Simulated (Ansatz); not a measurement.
Ag₂F⁺ (the lowest singlet isomer of a short search) was relaxed with r2SCAN-D4 (def2-TZVP) in Ansatz in these states: charge +1 quintet, charge +1 singlet, charge +1 triplet. The geometries follow in no particular order.

In the def2 sets Ag takes a core potential; there is no spin–orbit coupling.

A:

Cartesian coordinates in Å:
```
Ag -0.909 -1.153 -1.439
Ag 0.907 1.153 1.440
F 0.002 0.001 -0.001
```

B:

```tsv
atom	x (Å)	y (Å)	z (Å)
Ag1	1.001	-1.789	-0.413
Ag2	-1.002	1.787	0.416
F3	0.001	0.001	-0.004
```

C:

| atom | x (Å) | y (Å) | z (Å) |
| --- | --- | --- | --- |
| Ag1 | 0.063 | -1.029 | -1.601 |
| Ag2 | -0.106 | 1.488 | 1.184 |
| F3 | 0.044 | -0.459 | 0.418 |

**Question.** Judge from the bond lengths which geometry belongs to which state (an estimate).

**Answer.** A is the charge +1 triplet (Ag1–F3 2.056 Å, Ag2–F3 2.056 Å); B is the charge +1 singlet (Ag1–F3 2.091 Å, Ag2–F3 2.091 Å); C is the charge +1 quintet (Ag1–F3 2.098 Å, Ag2–F3 2.098 Å).

At PBE0-D4/def2-TZVP a singlet lies 3.72 eV below the charge +1 triplet. At PBE0-D4/def2-TZVP a singlet lies 8.05 eV below the charge +1 quintet. These are the stationary points nearest to one start from a short search; other shapes may lie lower in each state.
